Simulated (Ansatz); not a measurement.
Consider the hydrogenolysis of the Sb–C bond: `[CH3][Sb]([NH2])[SH]` + H₂ → `[NH2][SbH][SH]` + CH₄.

Isolated molecules relaxed with PBE0-D4/def2-TZVP in Ansatz; ΔE leaves out vibrations. CCSD(T)/CBS is the MP2 limit (def2-TZVPP, def2-QZVPP) plus CCSD(T) − MP2 in def2-TZVPP, frozen cores. This one scheme is used for every species. def2 core potentials past Kr. For Sb outer-core shells are correlated without core-valence functions, which leaves a few kJ/mol of doubt a bond. Each species was taken in one conformer, which may not be the lowest.

```csv
species,CCSD/def2-TZVPP energy (Eh)
`[CH3][Sb]([NH2])[SH]`,-733.63940
H₂,-1.17233
`[NH2][SbH][SH]`,-694.39525
CH₄,-40.43238
```

Problem. Work out ΔE.

Solution. ΔE = (-694.39525) + (-40.43238) − (-733.63940) − (-1.17233) = -0.01590 Eh = -0.43 eV. CCSD(T)/CBS gives -0.32 eV.

Largest T1 diagnostic among the species: 0.013.

The D4 term adds +0.11 eV with B3LYP and +0.06 eV with PBE0; it sums over pairs of atoms, weighted by their polarisabilities, and B3LYP, whose exchange is more repulsive, gets the larger term. In def2-TZVPP, CCSD(T) changes the Hartree–Fock value by +0.27 eV (the triples alone add +0.05 eV) and MP2 by +0.37 eV.

B3LYP here is the variant with VWN-RPA as its local correlation; programs differ in this.
